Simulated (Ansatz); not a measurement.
Reaction (isomerisation): `OC(F)([SiH3])CF` → `OC[SiH](F)CF`

Program: Ansatz. Geometries: PBE0-D4/def2-TZVP. ΔE: electronic, gas phase. CCSD(T)/CBS is the MP2 limit (def2-TZVPP, def2-QZVPP) plus CCSD(T) − MP2 in def2-TZVPP, frozen cores. DFT in def2-TZVPP. One conformer a species, not always the lowest.

(1) Is it downhill or uphill in electronic energy at CCSD(T)/CBS, and by how much? (An estimate is asked.)

(2) What do these levels give: PBE0-D4, B2PLYP, r2SCAN, PBE0, HF/def2-TZVPP, SCS-MP2/def2-TZVPP, CCSD/def2-TZVPP, CCSD(T)/def2-TZVPP, MP2/def2-QZVPP, SCS-MP2/def2-QZVPP, HF/CBS(def2), CCSD/CBS(def2)? (An estimate is asked.)

Largest T1 diagnostic among the species: 0.012.

## Answers

(1) Computed: Downhill: ΔE = -186.2 kJ/mol.

(2) The calculation gave: PBE0-D4 -175.7, B2PLYP -185.4, r2SCAN -177.2, PBE0 -176.3, HF/def2-TZVPP -185.2, SCS-MP2/def2-TZVPP -187.1, CCSD/def2-TZVPP -182.8, CCSD(T)/def2-TZVPP -179.4, MP2/def2-QZVPP -194.3, SCS-MP2/def2-QZVPP -192.1, HF/CBS(def2) -188.2, CCSD/CBS(def2) -189.5 kJ/mol.

From PBE to PBE0 (25 % exact exchange), in def2-TZVPP and without D4, ΔE moves by −4.7 kJ/mol.
